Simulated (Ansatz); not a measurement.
CH2F2OSi, SMILES `F[Si]1(F)CO1`, relaxed with RKS PBE0-D4/def2-TZVP in Ansatz 0.2.0 from a PBE-D4/def2-SVP geometry. The force threshold is 0.005 eV/Å; the program also tests the step.

Charge 0, multiplicity 1.

Start:

```xyz
7

F    -1.796   -1.100    0.647
Si   -0.530   -0.097    0.619
F    -0.312    0.373    2.148
C     0.709   -0.017   -0.684
O    -0.425    1.030   -0.591
H     0.645   -0.623   -1.608
H     1.709    0.433   -0.531
```

```tsv
step	energy (eV)	largest force (eV/Å)	largest move (Å)
1	-16423.1177	1.345	0.000
2	-16423.2029	0.806	0.023
3	-16423.2393	0.109	0.032
4	-16423.2400	0.024	0.004
5	-16423.2401	0.011	0.002
6 (rejected)	-16423.2401	0.039	0.001
7	-16423.2401	0.003	0.000
```

End:

```xyz
7

F    -1.753   -1.073    0.634
Si   -0.529   -0.087    0.609
F    -0.307    0.362    2.098
C     0.704   -0.029   -0.667
O    -0.424    1.010   -0.571
H     0.631   -0.611   -1.582
H     1.678    0.429   -0.521
```

Hardware: 2 threads of an Arm Neoverse V2 on a shared host. Wall time 22 s, peak host memory 0.36 GiB.
